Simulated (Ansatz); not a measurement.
Mulliken charges of `O=C([SiH3])[SiH](F)F` from ωB97M-V/def2-TZVPP in Ansatz (PBE0-D4/def2-TZVP geometry).

```csv
atom,x (Å),y (Å),z (Å),charge (e)
O1,-1.142,-1.395,0.849,-0.247
C2,-0.440,-0.561,0.312,-0.028
Si3,0.130,-0.782,-1.528,0.154
Si4,0.058,0.949,1.391,0.747
F5,1.560,1.346,1.059,-0.297
F6,-0.857,2.177,0.975,-0.292
H7,0.051,0.538,-2.207,-0.005
H8,-0.733,-1.790,-2.187,-0.001
H9,1.548,-1.225,-1.496,-0.004
H10,-0.091,0.692,2.835,-0.028
```

Problem. By hand: the dipole of these point charges (1 e Å = 4.8032 D).

Solution. Σ q r = (0.141, -0.102, -0.074) e Å, of length 0.189 e Å = 0.91 D.

Problem. How does the dipole of the full density compare? (Best estimate.)

Solution. Ansatz gave: (0.146, -0.009, -0.134) e Å, 0.95 D; the point charges give 0.96 times that, at 33° from its direction.

Point charges leave out the atoms' own dipoles, such as those of lone pairs, and Mulliken's split depends on the basis, so the two needn't agree.
